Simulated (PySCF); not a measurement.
Sn(H)2(Me)2 (C₂H₈Sn), SMILES [CH3][SnH2][CH3].

Coordinates come from a B3LYP-D3(BJ)/def2-SVP optimisation. The def2 effective core potentials stand for the cores of Sn; spin–orbit coupling is left out.

Computed with PBE0/def2-TZVP run with PySCF.

Symmetry labels are those of the subgroup C2v that the program uses (full group C2v).

Computed valence orbital energies around the gap with their symmetry:
```json
[
 {"orbital": "HOMO−7", "symmetry": "A1", "energy (eV)": "-13.37"},
 {"orbital": "HOMO−6", "symmetry": "B2", "energy (eV)": "-11.37"},
 {"orbital": "HOMO−5", "symmetry": "A1", "energy (eV)": "-11.31"},
 {"orbital": "HOMO−4", "symmetry": "B1", "energy (eV)": "-11.11"},
 {"orbital": "HOMO−3", "symmetry": "A2", "energy (eV)": "-11.09"},
 {"orbital": "HOMO−2", "symmetry": "B2", "energy (eV)": "-8.57"},
 {"orbital": "HOMO−1", "symmetry": "A1", "energy (eV)": "-8.26"},
 {"orbital": "HOMO", "symmetry": "B1", "energy (eV)": "-7.99"},
 {"orbital": "LUMO", "symmetry": "B1", "energy (eV)": "0.47"},
 {"orbital": "LUMO+1", "symmetry": "A1", "energy (eV)": "0.54"},
 {"orbital": "LUMO+2", "symmetry": "A1", "energy (eV)": "1.23"},
 {"orbital": "LUMO+3", "symmetry": "B2", "energy (eV)": "1.75"}
]
```
